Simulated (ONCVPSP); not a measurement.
**u(r) = r·R(r): atom against pseudo-atom (O)**

Columns: radius, all-electron u(r) and pseudo u(r) of the 2p shell (level -9.20 eV) of oxygen in the configuration [He] 2s2 2p4; LDA (Perdew-Zunger), scalar-relativistic, ONCV scheme, ONCVPSP 4.0.1.

```
r (bohr)  all-electron  pseudo
   0.080        0.0716  0.0236
   0.160        0.2144  0.0915
   0.240        0.3684  0.1955
   0.320        0.5072  0.3239
   0.400        0.6214  0.4625
   0.480        0.7092  0.5972
   0.560        0.7721  0.7158
   0.640        0.8131  0.8095
   0.720        0.8359  0.8737
   0.800        0.8440  0.9079
   0.880        0.8406  0.9151
   0.960        0.8283  0.9006
   1.040        0.8094  0.8709
   1.120        0.7858  0.8322
   1.200        0.7589  0.7898
   1.280        0.7298  0.7475
   1.360        0.6994  0.7077
   1.440        0.6683  0.6711
   1.520        0.6371  0.6375
   1.600        0.6062  0.6061
   1.680        0.5757  0.5757
   1.760        0.5460  0.5460
   1.840        0.5172  0.5172
   1.920        0.4893  0.4893
   2.000        0.4626  0.4626
   2.080        0.4369  0.4369
```

(1) How many radial nodes do the two functions have?

(2) At about which radius was the pseudo-wave matched?

(3) Is the pseudo-wave norm-conserving?

Results:

(1) The all-electron 2p function has n − l − 1 = 0; the pseudo-wave has 0.

(2) 1.60 bohr, where the columns begin to agree (steps of 0.08 bohr).

(3) Yes: the ONCV scheme keeps the norm inside the radius equal to the all-electron one, which fixes the energy derivative of the logarithmic derivative at the level.
